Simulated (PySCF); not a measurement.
H$_{8}$Ge$_{3}$, charge -1, doublet, geometry from GFN2-xTB (a state made from the parent by changing its charge; the spin is typed, not shown lowest) (in this run its highest filled SCF level lies above zero, so its values depend strongly on the basis, on diffuse functions most of all), atoms displaced at random by about 0.03 Å a coordinate; PBE0/STO-3G, gradient (PySCF).

The PySCF input:
```python
from pyscf import gto, scf, dft

mol = gto.Mole()
mol.atom = '''
    Ge    2.263552    0.709551    0.019565
    Ge    0.105690   -0.589024   -0.115749
    Ge   -2.401329   -0.225060    0.123493
    H     3.884412    0.972794   -0.084361
    H     1.944407    1.905039   -1.061752
    H     2.109680    1.604281    1.254080
    H     0.488119   -1.831082    0.909830
    H     0.310758   -1.494039   -1.301219
    H    -2.558992    0.975506   -0.852573
    H    -2.453829    0.670635    1.424681
    H    -4.009705   -0.463046    0.171373
'''
mol.basis = 'sto-3g'
mol.charge = -1
mol.spin = 1
mol.verbose = 3
mol.build()

mf = dft.UKS(mol)
mf.xc = 'pbe0'
mf.grids.level = 5
mf.kernel()
g = mf.nuc_grad_method()
g.grid_response = False
grad = g.kernel()
```

Task: What does PySCF print? Leave out banner, timings and long lists.

Result: 
```
converged SCF energy = -6163.15256388474  <S^2> = 0.75664517  2S+1 = 2.0066342
--------------- UKS gradients ---------------
         x                y                z
0 Ge    -0.0187161224    -0.0745146519     0.0149498040
1 Ge    -0.0247449044     0.0592178237    -0.0166512872
2 Ge     0.0392029007    -0.0594967997    -0.0131700064
3 H     0.0515794823     0.0177965581    -0.0028545378
4 H    -0.0095429756     0.0421985698    -0.0362189446
5 H    -0.0009843838     0.0239653326     0.0275507527
6 H     0.0178457936    -0.0465799543     0.0310513155
7 H     0.0070196540    -0.0244439788    -0.0204286146
8 H    -0.0065714301     0.0318909259    -0.0230485286
9 H    -0.0054899546     0.0273012908     0.0358626264
10 H    -0.0495963519     0.0026642175     0.0029547160
----------------------------------------------
```
